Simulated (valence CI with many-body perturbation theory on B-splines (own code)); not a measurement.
Pr38+: what the settings do

Calculated by configuration interaction combined with many-body perturbation theory (CI+MBPT): three valence electrons over a frozen Dirac-Fock core [Ar], a basis of 6 s, 6 p, 5 d, 5 f, 1 g functions for each j, with the one-electron correlation potential Σ1, the two-electron term Σ2, the three-electron term Σ3, Breit, model QED; selected CI, second order for the rest, scaled by the run's own slope (own B-spline code, finite nucleus).

No measured spectrum was set against this ion. As an estimate, large intervals hold to a few tenths of a per cent, small ones and those within an open d or f shell to about a per cent. Only levels of the ground parity were solved; by the run's estimate the other parity begins above the list, which can be wrong where configurations are misplaced.

The reference run has the lowest level (3d3/2^3) J=3/2 and an ionisation energy of 2729.68 eV. Its largest variational space holds 2233 state functions.

Levels are named by their leading jj configuration (3d3/2^4 stands for four electrons in 3d with j = 3/2), which in mixed levels can hold well under half, so a name can repeat and another be missing. Letters in brackets count levels of one name in rising energy.

Changed runs:
A. correlating orbitals by l 3 3 3 3 1 → 4 5 5 0 2; box radius (bohr) 2.9387 → 5.34
B. highest l in the core sums 6 → 4; highest l with Σ1, explicit Σ2 and valence Breit (higher l get mean screening factors) 3 → 1
C. selection threshold (hartree) 2e-08 → 1e-06; natural orbitals for correlation on → off
D. logarithmic knot step 0.27 → 1.1 (bad on purpose)

Excitation energies of the reference run in cm⁻¹, and shifts in cm⁻¹:

```
                    Level  Reference      A      B      C      D
(3d3/2^2 3d5/2) J=5/2 [a]     151930   -351  -2511   -670    -36
    (3d3/2^2 3d5/2) J=3/2     196785    -52  -2102    +62    -32
    (3d3/2^2 3d5/2) J=7/2     206474   -284   +373   -286    -37
    (3d3/2^2 3d5/2) J=9/2     216505   -295  +1520    -45    -34
    (3d3/2^2 3d5/2) J=1/2     225339    +21   -979   +258    -34
(3d3/2^2 3d5/2) J=5/2 [b]     336891   +482  -3205   +843    -40
(3d3/2 3d5/2^2) J=7/2 [a]     363554   -291  -3470   -357    -65
    (3d3/2 3d5/2^2) J=9/2     384446   -405  -1945   -411    -68
(3d3/2 3d5/2^2) J=3/2 [a]     415960   +177  -4532   +252    -64
    (3d3/2 3d5/2^2) J=1/2     432364    +85  -2660   +481    -65
   (3d3/2 3d5/2^2) J=11/2     445815   -319   -694   +207    -67
(3d3/2 3d5/2^2) J=5/2 [a]     461096   +337  -3847   +813    -60
   Ionisation energy (eV)    2729.68  -0.15  -1.76  -0.22  -0.07
```
